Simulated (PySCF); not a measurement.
HBClFS (SMILES FB(S)Cl), singlet, at a GFN2-xTB geometry.

Input for PySCF:
```python
from pyscf import gto, scf, dft
from pyscf.prop import polarizability

mol = gto.M(
    atom='''
B     0.06363991    0.31537615   -0.02414131
Cl   -1.54065805   -0.03574650   -0.51742705
F     0.47408556    1.57706232   -0.06785444
S     1.21137022   -0.94081337    0.54732731
H     2.22429372   -0.10973728    0.77041949
''',
    basis='6-31g',
    verbose=4,
)

mf = dft.RKS(mol)
mf.xc = 'b3lyp'
mf.kernel()
alpha = mf.Polarizability().polarizability()[2, 2]
print('alpha_zz =', alpha)
```

Task: Estimate the dipole moment that B3LYP/6-31G, polarisability (PySCF) returns for this input.

Result: 1.41 D

Task: Predict the nuclear repulsion energy from B3LYP/6-31G, polarisability.

Result: 185.1863 Eh

Task: Estimate the number of basis functions that B3LYP/6-31G, polarisability returns for this input.

Result: 46

Task: Predict the total energy from B3LYP/6-31G, polarisability.

Result: -983.7211 Eh

Task: Predict the polarisability along z from B3LYP/6-31G, polarisability.

Result: 21.3 bohr³

Task: What is the computed HOMO energy (B3LYP/6-31G, polarisability)?

Result: -8.23 eV
